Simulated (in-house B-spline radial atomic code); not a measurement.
A fraction x of an electron is removed from 2p in P⁺, starting from [Ne] 3s2 3p2 and keeping the highest spin. Method: non-relativistic B97-1, spin-polarised, spherical fractional occupations, point nucleus. Calculated with an all-electron radial atomic-structure program (B-spline basis).

Caution: exact exchange at fractional occupations of open shells leaves self-interaction of up to several eV.

```json
{"x": "0", "E(x) - E(0) (eV)": "0.0000", "2p down level (eV)": "-139.977"}
{"x": "0.06", "E(x) - E(0) (eV)": "8.4502", "2p down level (eV)": "-141.699"}
{"x": "0.23", "E(x) - E(0) (eV)": "32.9577", "2p down level (eV)": "-146.639"}
{"x": "0.34", "E(x) - E(0) (eV)": "49.2660", "2p down level (eV)": "-149.883"}
{"x": "0.41", "E(x) - E(0) (eV)": "59.8307", "2p down level (eV)": "-151.966"}
{"x": "0.5", "E(x) - E(0) (eV)": "73.6288", "2p down level (eV)": "-154.664"}
{"x": "0.62", "E(x) - E(0) (eV)": "92.4061", "2p down level (eV)": "-158.297"}
{"x": "0.64", "E(x) - E(0) (eV)": "?", "2p down level (eV)": "?"}
{"x": "0.83", "E(x) - E(0) (eV)": "126.3239", "2p down level (eV)": "-164.749"}
{"x": "0.96", "E(x) - E(0) (eV)": "?", "2p down level (eV)": "?"}
{"x": "1", "E(x) - E(0) (eV)": "154.7811", "2p down level (eV)": "-170.054"}
```

Task: What belongs in the row x = 0.64?

Result: An energy change of 95.5781 eV; 2p down at -158.907 eV.

Task: What belongs in the row x = 0.96?

Result: An energy change of 148.0040 eV; 2p down at -168.799 eV.

Task: Check Janak's theorem between x = 0.06 and 0.23.

Result: The slope of the energy is 144.16 eV; the orbital levels give 144.17 eV (-ε of the emptying orbital, averaged over the two points).
